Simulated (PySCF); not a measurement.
A structure optimised at B3LYP-D3(BJ)/def2-SVP, used in a PySCF frequency run:

```
B
F 1 1.3281
Se 1 1.9549 2 120.51
H 3 1.4762 1 94.04 2 0.00
Se 1 1.9569 2 117.03 4 180.00
H 5 1.4747 1 94.79 2 180.00
```
Charge 0, spin multiplicity 1.

Problem. Write its SMILES, formula and point group.

Solution. FB([SeH])[SeH], BFH2Se2, Cs

Problem. What are its rotational constants (standard atomic weights)?

Solution. 5.2734, 1.0709, 0.89014 GHz
